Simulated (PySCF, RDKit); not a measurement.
The same groups moved round the core (furan fluoro). All species are isolated molecules in the gas phase. Strings in code marks are SMILES.

Quantity: electronic energy of isomers of C4H3FO relative to `Fc1ccco1`, in kJ/mol. Force-field values (RDKit) are differences of steric energies, which aren't made for comparing isomers with other bonds.

Level 1: TPSSh-D3(BJ)/def2-TZVP // PBE0-D3(BJ)/def2-TZVP (PySCF)
Level 2: B3LYP/6-31G* // PBE0-D3(BJ)/def2-TZVP (PySCF)
Level 3: M06-2X/6-31G* // PBE0-D3(BJ)/def2-TZVP (PySCF)
Level 4: MMFF94, relaxed from the DFT geometry (RDKit)

| species | level 2 | level 3 | level 4 |
|---|---|---|---|
| `Fc1ccoc1` | 12.81 | 16.83 | 0.34 |

What does level 1 give for each?


- `Fc1ccoc1`: 12.56
